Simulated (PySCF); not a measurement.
## Os⁻ (osmium, charge -1) across methods

[Xe] 4f14 5d7 6s2, high-spin 4F determinant. Calculation: PySCF 2.14, in def2-QZVPPD with the def2 core potential (60 electrons) (7s5p4d4f2g, 88 functions); scalar relativity through the core potential.

```csv
method,E (hartree),mean ε 6s α (eV),mean ε 5d β (eV),mean ε 6s β (eV),Σ⟨r²⟩ (bohr²),⟨S²⟩
UHF,-89.81203,-1.704,-1.693,-0.102,77.95,3.810
PBE0,-90.5812,-0.379,1.317,0.575,74.10,3.769
r2SCAN,-90.6333,0.008,2.446,1.032,73.51,3.785
BP86,-90.7270,0.112,2.340,0.925,73.90,3.766
HSE06,-90.5823,-0.004,1.698,0.872,74.08,3.767
B97-3,-90.6082,-0.316,1.250,0.627,75.05,3.767
CAM-B3LYP,-90.5373,-1.239,0.053,-0.437,74.30,3.763
LDA,-90.4358,0.076,2.523,0.842,73.70,3.763
```

Estimate the same row for PBE.

E (hartree) = -90.6334; mean ε 6s α (eV) = 0.255; mean ε 5d β (eV) = 2.508; mean ε 6s β (eV) = 1.104; Σ⟨r²⟩ (bohr²) = 74.07; ⟨S²⟩ = 3.766.

Energies and moments cover only the electrons outside the core potential. Spin-orbit coupling, absent here, splits the open shell strongly. The outer electron is barely bound at this level, so radii and moments hang on the diffuse functions.

The highest occupied level is positive at PBE, PBE0, r2SCAN, BP86, HSE06, B97-3, CAM-B3LYP, LDA: only the finite basis holds that electron, which in a density functional comes from self-interaction.
